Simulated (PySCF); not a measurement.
**Static response to an electric field**

C₅H₁₀NP.
Geometry (GFN2-xTB, Å), atoms numbered from 1 in this order:
```
atom  x, y, z in Å
C1    -2.0730    0.9136    0.6537
C2    -1.0046    0.5221   -0.3576
C3    -0.5220   -0.9134   -0.1497
P4     0.5857   -1.2005    1.3260
C5     2.2695   -0.8507    0.5485
C6     2.3635    0.4738    0.0195
N7     2.4115    1.5455   -0.3801
H8    -2.9565    0.2898    0.5350
H9    -1.7056    0.7914    1.6718
H10   -2.3622    1.9525    0.5166
H11   -0.1629    1.2143   -0.2953
H12   -1.4203    0.6035   -1.3649
H13    0.0207   -1.2692   -1.0314
H14   -1.3883   -1.5710   -0.0239
H15    0.4657    0.0811    1.8772
H16    2.4496   -1.5898   -0.2376
H17    3.0222   -0.9811    1.3319
```

Level: PBE0/def2-SVPD (PySCF), static field, nuclei fixed, core orbitals frozen in the response. The polarisability tensor in these axes (au):

```
x   95.50 -0.51 -0.33
y   -0.51 89.47 -8.08
z   -0.33 -8.08 79.72
```

What are the eigenvalues, a third of the trace, and Δα (Δα² = ½Σ(αi − αj)² over the three pairs)?

Principal values 75.14, 93.99 and 95.56 au; mean 88.23 au = 13.07 Å³ = 14.55 × 10⁻⁴⁰ C²·m²/J; Δα = 19.68 au (22 % of the mean).

What is the dipole moment, and where does it point?

(-0.86, -2.63, 0.32) D, 2.79 D in size, pointing from the negative to the positive side. Measured along this direction, the outermost atoms are N7 at the negative end and H14 at the positive end.

Find the Langevin capture rate constant for O2+ (31.990 u) meeting this molecule (115.055 u), k = 2.342 × 10⁻⁹ cm³/s × √(α in Å³ / reduced mass in u).

The reduced mass is 25.03 u, so k = 1.69 × 10⁻⁹ cm³/s. The formula leaves out the permanent dipole, which adds to the capture rate.

Directions of the eigenvectors, and the extent of the frame along each?

Largest value along (0.98, -0.17, 0.07), where the nuclei span 6.15 Å; middle along (0.18, 0.85, -0.49), 3.52 Å; least along (0.03, 0.49, 0.87), 3.32 Å. The response follows the extents in order.

Give the eigenvalues of the traceless quadrupole moment Θ = ½Σq(3rr − r²1), origin at the centre of nuclear charge.

-17.60, 6.00, 11.60 D·Å. The values depend on the origin, since the dipole doesn't vanish. The electronic extent ⟨r²⟩ about the same centre is 1089 bohr², a root-mean-square distance of 2.22 Å for the 62 electrons.

Sum over states: ᾱ = Σ f/ω², ω in Eh. What share falls to these 8 lowest TDDFT singlets (eV, f)? 6.06, 0.0603; 6.50, 0.0772; 6.70, 0.0537; 7.07, 0.0108; 7.32, 0.0231; 7.47, 0.0285; 7.55, 0.0256; 7.67, 0.0008.

They add up to 4.65 au, 5.3 % of the 88.23 au; the largest single term is 1.35 au, from the state at 6.50 eV. Terms in order: 1.22, 1.35, 0.88, 0.16, 0.32, 0.38, 0.33, 0.01 au. Higher excitations give the rest. The strengths listed sum to 0.280.

Isolated species at its GFN2-xTB geometry (one conformer only).
